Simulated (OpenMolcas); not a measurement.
# Cu5+, Ag5+, Au5+: d⁶ down the group

| Property | Result |
| --- | --- |
| Program | OpenMolcas |
| Method | CASSCF |
| Basis | ANO-RCC-VTZP |
| Scalar Hamiltonian | DKH2, point nucleus |
| Spin-orbit coupling | state interaction with AMFI integrals over the reference wave functions, term energies averaged over their components |

Active space for each ion: 6 electrons in 5 orbitals (d).

Computed levels in cm-1 above ⁵D₄:

| Level | Cu5+ | Ag5+ | Au5+ |
| --- | --- | --- | --- |
| ⁵D₃ | 1141 | 2533 | 9676 |
| ⁵D₁ | 2415 | 4830 | 13905 |
| ⁵D₀ | 2658 | 5268 | 14001 |
| ³H₆ | 32669 | 24343 | 26516 |
| ³H₅ | 33207 | 24922 | 26492 |
| ³F₂(1) | 38423 | 29569 | 33071 |
| ³P₁(1) | 38746 | 32494 | 52809 |
| ³G₅ | 41264 | 31652 | 42420 |
| ³G₄ | 42391 | 33682 | 41889 |
| weight of ⁵D in the lowest level (%) | 100 | 98 | 79 |

Mixed levels, with the weight of the term that names them: Au5+ ⁵D₀ (73 %), Au5+ ³H₅ (51 %), Au5+ ³F₂(1) (66 %), Au5+ ³P₁(1) (70 %), Au5+ ³G₅ (51 %), Au5+ ³G₄ (58 %).

Measured, with the error of the calculation in %. Measured levels: Cu5+ from Sugar and Musgrove, J. Phys. Chem. Ref. Data 19, 527 (1990); Ag5+ from the list in Gamrath, thesis, University of Mons (2023).

```json
{"Level": "⁵D₃", "Cu5+": "1196 (-4.6)", "Ag5+": "2692 (-5.9)"}
{"Level": "⁵D₁", "Cu5+": "2490 (-3.0)", "Ag5+": "4941 (-2.2)"}
{"Level": "⁵D₀", "Cu5+": "2733 (-2.8)", "Ag5+": "5380 (-2.1)"}
{"Level": "³H₆", "Cu5+": "30418 (+7.4)", "Ag5+": "21512 (+13.2)"}
{"Level": "³H₅", "Cu5+": "31009 (+7.1)", "Ag5+": "21812 (+14.3)"}
{"Level": "³F₂(1)", "Cu5+": "33740 (+13.9)", "Ag5+": "25306 (+16.8)"}
{"Level": "³P₁(1)", "Cu5+": "32685 (+18.5)", "Ag5+": "28232 (+15.1)"}
{"Level": "³G₅", "Cu5+": "37378 (+10.4)", "Ag5+": "27958 (+13.2)"}
{"Level": "³G₄", "Cu5+": "38469 (+10.2)", "Ag5+": "29660 (+13.6)"}
```

The fine-structure level ⁵D₀ changes by a factor of 5.27 from Cu5+ to Au5+.

Without spin-orbit coupling ³H lies 32106, 23111, 20706 cm-1 above ⁵D in that order; the difference to the level ³H₆, of either sign, comes from spin-orbit coupling, which also lowers the zero.

Without dynamic correlation excited terms often stand tens of per cent too high (terms of higher spin than the ground term too low), and those without a measured partner can miss by more than the paired ones. Measured partners are found by configuration, term and J. A level has none where our copy of the source lacks it or the pairing is in doubt (some pairs that miss far off the trend of their configuration count as doubtful), and it then counts in no deviation. Levels of configurations outside the active space are missing.

A number in round brackets counts repeated terms of one configuration in the order of the reference energies.
